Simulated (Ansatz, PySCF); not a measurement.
Process, species as SMILES: NB(Cl)Cl → N[B]Cl + Cl atom (the B-Cl bond at the site shown breaks; other sites are not compared here)
Geometries: B3LYP-D3(BJ)/def2-TZVP minima from Ansatz (a first-principles code), one conformer each, not searched for the lowest. Frequencies are from Ansatz or PySCF.

Property: bond dissociation energy (0 K, with B3LYP-D3(BJ) harmonic zero-point energies), in kcal/mol. Valence correlation only, unless marked. UHF or UKS for open shells. Spin-orbit coupling is left out. Non-relativistic. Basis-set limits of correlation are two-point, X^-3; Hartree-Fock from the larger set.

| level | program | bond dissociation energy (kcal/mol) |
|---|---|---|
| HF/cc-pV(T+d)Z | Ansatz | 89.3 |
| r2SCAN-D4/def2-TZVPD | Ansatz + dftd4 | 117.2 |
| MP2/cc-pV(D+d)Z | Ansatz | 117.9 |
| MP2/cc-pV(T+d)Z | Ansatz | 122.8 |

Problem. Predict the CCSD(T)/CBS(cc-pV(T+d)Z,cc-pV(Q+d)Z) result (Ansatz).

Solution. 121.0 kcal/mol
